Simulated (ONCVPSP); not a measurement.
**Reading a pseudo-wave (P (Z = 15))**

Columns: radius, all-electron u(r) and pseudo u(r) of the 2p shell (level -125.10 eV) of phosphorus in the configuration [He] 2s2 2p6 3s1.5 3p3.5; PBEsol, scalar-relativistic, ONCV scheme, ONCVPSP 4.0.1.

| r (bohr) | all-electron | pseudo |
| --- | --- | --- |
| 0.038 | 0.1185 | 0.0524 |
| 0.075 | 0.3517 | 0.1941 |
| 0.113 | 0.6148 | 0.4089 |
| 0.150 | 0.8478 | 0.6545 |
| 0.188 | 1.0449 | 0.9075 |
| 0.225 | 1.1894 | 1.1243 |
| 0.263 | 1.2921 | 1.2958 |
| 0.300 | 1.3518 | 1.4029 |
| 0.338 | 1.3787 | 1.4539 |
| 0.375 | 1.3774 | 1.4547 |
| 0.413 | 1.3542 | 1.4192 |
| 0.450 | 1.3157 | 1.3628 |
| 0.488 | 1.2638 | 1.2928 |
| 0.525 | 1.2052 | 1.2205 |
| 0.563 | 1.1396 | 1.1460 |
| 0.600 | 1.0728 | 1.0747 |
| 0.638 | 1.0030 | 1.0032 |
| 0.675 | 0.9352 | 0.9351 |
| 0.713 | 0.8670 | 0.8668 |
| 0.750 | 0.8027 | 0.8025 |
| 0.788 | 0.7393 | 0.7392 |
| 0.825 | 0.6807 | 0.6805 |
| 0.863 | 0.6238 | 0.6237 |
| 0.900 | 0.5718 | 0.5717 |
| 0.938 | 0.5220 | 0.5218 |
| 0.975 | 0.4768 | 0.4767 |

Task: How many radial nodes do the two functions have?

Result: The all-electron 2p function has n − l − 1 = 0; the pseudo-wave has 0.

Task: At about which radius was the pseudo-wave matched?

Result: 0.70 bohr. The columns agree to 0.0005 from 0.64 bohr on; several derivatives are matched, so the curves merge somewhat inside the radius.

Task: Where does each function peak?

Result: Outermost all-electron maximum near 0.34 bohr, pseudo maximum near 0.38 bohr (to the table’s step).

Task: Is the pseudo-wave norm-conserving?

Result: Yes: the ONCV scheme keeps the norm inside the radius equal to the all-electron one, which fixes the energy derivative of the logarithmic derivative at the level.
